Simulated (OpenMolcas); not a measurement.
# d2 ions of charge +5 down a group with 6 fluoride ligands in octahedral coordination

```yaml
Program: OpenMolcas
Method: CASSCF
Spin-orbit_coupling: state interaction with AMFI integrals over the reference wave functions
```

The d shell is active. Anionic complexes are neutralised by point charges behind the ligands. Distances were set from a Shannon-type radius of the metal (high-spin where two are listed) plus a fixed donor radius (F 1.31 Å). Ligand basis ANO-RCC-VDZP, DKH2 Hamiltonian. States (labels of O, the rotations of Oh). Energies in cm-1 above the lowest state or level, χT in cm3 K/mol; under a threefold ground state the first gap can be a small split of the lowest multiplet, not the spin-orbit step; 10Dq and B are least-squares fits to the states below 45000 cm-1, weighted by degeneracy, with a free offset, and given where the rms deviation is under 5 % of |10Dq| (or 100 cm-1) and under 700 cm-1. Spin-only χT is S(S+1) / 2 for the spin of the ground state.

| Ion | Shell | R (Å) | Metal basis | Outer charge (e at Å behind ligand) | Ground state | First state of that spin | 10Dq | B (rms of fit) | First gap with spin-orbit (degeneracies) | χT at 300 K | First state of another spin | Spin-only χT |
| --- | --- | --- | --- | --- | --- | --- | --- | --- | --- | --- | --- | --- |
| Tc5+ | 4d2 | 1.91 | ANO-RCC-VDZP | 0.17 at 2.4 | 3T1 | 3T2 31851 | 32803 | 765 (396) | 31.1 (2, 3) | 0.355 | 1T2 10144 | 1.000 |
| Re5+ | 5d2 | 1.89 | ANO-RCC-VTZP | 0.17 at 2.6 | 3T1 | 3T2 39492 |  |  | 237.7 (2, 3) | 0.141 | 1T2 9748 | 1.000 |

The rows also differ in their metal basis and outer charges, so part of each step comes from that.

χT departs most from the spin-only value for Re5+, by -0.859 cm3 K/mol.

An orbital triplet at a regular site is open to Jahn-Teller coupling, which can distort the site and quench the lowest spin-orbit gaps and is left out. Without dynamic correlation the repulsion within the d shell is too large (B by tens of per cent), so at a given field states of lower spin stand too high. With metal d orbitals alone the field can be off either way by tens of per cent. Ligand-to-metal charge-transfer states are missing. With no ligand orbital active B as a rule stays too high, so bands that hang on it stand too high and its fall with covalency is understated. The least metal-like active orbital is 70 % on the metal (Löwdin) and no ligand orbital is active, so the numbers are rough (holds for Tc5+). The least metal-like active orbital is 71 % on the metal (Löwdin) and no ligand orbital is active, so the numbers are rough (holds for Re5+). No measured value stands beside these numbers; the geometry was imposed, not optimised, and the real ion may take another.
